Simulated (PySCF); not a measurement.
## Static response to an electric field

C₈H₁₁ (charge +1).
Structure used (PBE0-D3(BJ)/def2-SVP), in Å, numbered top down from 1:
```
atom  x, y, z in Å
C1    -0.5509   -0.4218    1.0497
C2    -0.0424    0.1090   -0.1422
C3     1.3497    0.4438   -0.4615
C4     2.2668    0.9794    0.6178
C5     2.4777   -0.3945    0.1030
C6    -1.1460    0.2624   -0.9880
C7    -2.4047   -0.1658   -0.3761
C8    -1.9990   -0.6314    1.0119
H9     0.0582   -0.6615    1.9284
H10    1.4896    0.8421   -1.4693
H11    1.8459    1.1098    1.6196
H12    2.9626    1.7687    0.3240
H13    2.2070   -1.2435    0.7383
H14    3.3239   -0.5889   -0.5600
H15   -1.0791    0.6620   -2.0061
H16   -3.1420    0.6613   -0.3785
H17   -2.8901   -0.9495   -0.9911
H18   -2.2434   -1.6918    1.2222
H19   -2.4949   -0.0821    1.8367
```

Level: CAM-B3LYP/def2-SVPD (PySCF), static field, nuclei fixed, core orbitals frozen in the response. The polarisability tensor in these axes (au):

```
x   106.98   5.31   3.71
y     5.31  66.99  -6.99
z     3.71  -6.99  83.32
```

Diagonalise the tensor; give its mean and Δα, where Δα² is half the sum of the squared differences of the eigenvalues.

Principal values 63.50, 85.79 and 108.01 au; mean 85.76 au = 12.71 Å³ = 14.14 × 10⁻⁴⁰ C²·m²/J; Δα = 38.54 au (45 % of the mean).

Give the principal axes and the span of the nuclei along them.

Largest value along (0.99, 0.11, 0.12), where the nuclei span 6.23 Å; middle along (-0.07, -0.37, 0.93), 4.05 Å; least along (-0.14, 0.92, 0.35), 2.55 Å. The response follows the extents in order.

Rayleigh depolarisation ratio (linearly polarised light, static tensor)?

ρ = 3Δα²/(45ᾱ² + 4Δα²) = 4456.0/(331003 + 5941.3) = 0.0132.

Form Σ f/ω² (atomic units) for the 6 lowest TDDFT singlets, given as eV and f, and set it beside the mean polarisability, which is this sum over all singlets: 3.47, 0.0395; 4.22, 0.0005; 5.60, 0.0728; 5.61, 0.0010; 5.82, 0.0001; 6.08, 0.0566.

They add up to 5.32 au, 6.2 % of the 85.76 au; the largest single term is 2.42 au, from the state at 3.47 eV. Terms in order: 2.42, 0.02, 1.72, 0.02, 0.00, 1.13 au. Higher excitations give the rest. The strengths listed sum to 0.170.

Traceless (Buckingham) quadrupole moment about the centre of nuclear charge: eigenvalues?

-14.79, -0.61, 15.39 D·Å. The values depend on the origin, since the species is charged. The electronic extent ⟨r²⟩ about the same centre is 1058 bohr², a root-mean-square distance of 2.26 Å for the 58 electrons.

Isolated species at its PBE0-D3(BJ)/def2-SVP geometry (one conformer only).
